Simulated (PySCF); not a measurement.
Computed shifts of a molecule C₄H₁₄OSi₂, KT2/pcSseg-1 (PySCF), GIAO, gas phase, equivalent atoms averaged, in ppm (number of nuclei): ¹³C: 5.3 (4). ²⁹Si: 4.8 (2). ¹H: 5.47 (2), 0.50 (12). References: ¹³C against TMS (σ = 185.1 ppm); ²⁹Si against TMS (σ = 361.9 ppm); ¹⁷O against H2O (σ = 330.4 ppm); ¹H against TMS (σ = 31.47 ppm), references at their B3LYP-D3(BJ)/def2-TZVP geometries, non-relativistic. Geometry optimised at B3LYP-D3(BJ)/def2-SVP. Other conformers were not sampled.

### Question
Which structure fits?
A. C[C@H](O)[SiH2][C@@H](C)[SiH3]
B. CC(C)([SiH3])CO[SiH3]
C. C[SiH](C)O[SiH](C)C
D. C[SiH2]OCCC[SiH3]

### Answer
C, C[SiH](C)O[SiH](C)C
